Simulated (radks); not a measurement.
Values are calculated unless marked as measured or tabulated.
Valence configurations of neutral gadolinium (all share [Xe]). Level of theory: scalar-relativistic Kohn-Sham, PBE, spin-polarised, spherical densities, finite nucleus; open shells are filled with parallel spins first (spin-orbit coupling, left out, can overturn this in heavy ions); Fermi nuclear charge, rms radius 5.1569 fm (a radial shooting solver on a logarithmic mesh with Libxc functionals). Order these by energy: 4f7 5d1 6s2; 4f6 5d2 6s2; 4f6 5d1 6s2 6p1; 4f5 5d2 6s1 6p2; 4f5 5d1 6s2 6p2; 4f7 6s2 6p1; 4f7 5d1 6p2; 4f7 5d1.5 6s1.5; 4f5 5d2 6p3.

Answer. From the lowest, in eV above it: 4f7 5d1 6s2 0.000; 4f7 5d1.5 6s1.5 0.346; 4f7 6s2 6p1 2.034; 4f7 5d1 6p2 5.026; 4f6 5d2 6s2 10.164; 4f6 5d1 6s2 6p1 13.432; 4f5 5d2 6s1 6p2 32.685; 4f5 5d1 6s2 6p2 36.444; 4f5 5d2 6p3 36.805. NIST lists [Xe] 4f7 5d1 6s2 as the ground configuration; this level of theory agrees among the configurations tried. The energies are those of spherical high-spin densities, not of single terms. No valid solution was reached for [Xe] 4f8 5d1 6s1.
